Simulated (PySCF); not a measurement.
## Cs- (caesium, charge -1) across methods

[Xe] 6s2, closed-shell 1S. All numbers are calculated (PySCF 2.14, scalar relativity by spin-free X2C-1e, in aug-cc-pVDZ-X2C (8s7p5d, 54 functions)).

```tsv
method	E (hartree)	mean ε 5s (eV)	mean ε 5p (eV)	mean ε 6s (eV)	Σ⟨r²⟩ (bohr²)	⟨S²⟩
LDA	-7779.28	-23.574	-10.306	0.620	177.0	0.000
MN15	-7791.35	-27.302	-12.967	-0.270	219.0	0.000
BHandHLYP	-7786.15	-28.216	-13.014	0.168	190.0	0.000
UHF	-7783.10153	-32.681	-15.593	-0.220	220.7	0.000
PBE	-7785.71	-23.477	-10.286	0.649	181.6	0.000
r2SCAN	-7786.14	-24.475	-10.924	0.597	188.6	0.000
wB97M-V	-7785.64	-28.488	-13.911	-0.423	180.7	0.000
PBE0	-7785.80	-26.007	-11.819	0.330	182.4	0.000
```

**Question.** Estimate the same row for wB97X.

**Answer.** E (hartree) = -7786.44; mean ε 5s (eV) = -28.745; mean ε 5p (eV) = -14.129; mean ε 6s (eV) = -0.573; Σ⟨r²⟩ (bohr²) = 183.5; ⟨S²⟩ = 0.000.

Spin-orbit coupling, which splits the p, d and f shells strongly at this Z, is absent. The outer electron is barely bound at this level, so radii and moments hang on the diffuse functions.

The highest occupied level is positive at LDA, BHandHLYP, PBE, r2SCAN, PBE0: only the finite basis holds that electron, which in a density functional comes from self-interaction.
